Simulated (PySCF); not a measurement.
A calculated (TPSS, PySCF 2.14, pcseg-2, no relativity, point nucleus) atom or ion has these occupied shells.

```csv
shell,electrons,orbital energy (eV),"rms radius, mean of both spins (bohr)"
1s,2,-10840.4,0.0554
2s,2,-1359.9,0.232
2p,6,-1211.2,0.205
3s,2,-184.32,0.681
3p,6,-134.99,0.707
3d,10,-49.887,0.823
4s,2,-28.706,2.11
```

(1) Name the element and its charge.

## Answers

(1) Ge²⁺ (germanium, charge +2), in [Ar] 3d10 4s2, closed-shell 1S.
